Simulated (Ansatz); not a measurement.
`C[Si](O)(O)S`. Total charge 0; spin multiplicity 1.

```xyz
11

C     0.5967   -0.2834   -1.2807
Si    0.0083    0.0279    0.4435
O     0.9964    0.9974    1.3263
O    -0.0345   -1.4321    1.1742
S    -1.8918    1.0290    0.4761
H     1.5729   -0.7742   -1.2534
H     0.6908    0.6507   -1.8377
H    -0.0956   -0.9350   -1.8183
H     0.9629    1.9405    1.1613
H    -0.3673   -1.4620    2.0729
H    -2.4387    0.2411   -0.4643
```

**Question.** What are the harmonic wavenumbers in cm⁻¹ at PBE0-D4/def2-TZVP (Ansatz, finite differences of forces, unscaled)? (Estimate.)

**Answer.** Computed: 137, 154, 182, 209, 247, 253, 265, 307, 354, 489, 684, 738, 773, 788, 814, 851, 919, 974, 1283, 1445, 1447, 2715, 3056, 3141, 3148, 3916, 3927.

**Question.** Is this a minimum?

**Answer.** Yes, all 27 modes are real.

**Question.** Give the ideal-gas thermochemistry at 298.15 K and 1 bar (rigid rotor, harmonic oscillator; point group C1, symmetry number 1).

**Answer.** Zero-point energy 198.7 kJ/mol; H(298) − E = 223.1 kJ/mol; entropy 364.4 J/(mol·K), of which translation 167.5, rotation 114.0, vibration 82.9; G(298) − E = 114.4 kJ/mol.

**Question.** And at 400, 500, 600, 800 and 1000 K?

**Answer.** 
| T (K) | H − E (kJ/mol) | S (J/mol/K) | G − E (kJ/mol) |
| --- | --- | --- | --- |
| 400 | 237.2 | 405.0 | 75.2 |
| 500 | 252.8 | 439.8 | 32.9 |
| 600 | 269.7 | 470.6 | -12.6 |
| 800 | 306.3 | 523.1 | -112.2 |
| 1000 | 345.7 | 567.0 | -221.3 |

**Question.** Rotational constants (cm⁻¹)?

**Answer.** 0.1218, 0.07726, 0.07347.
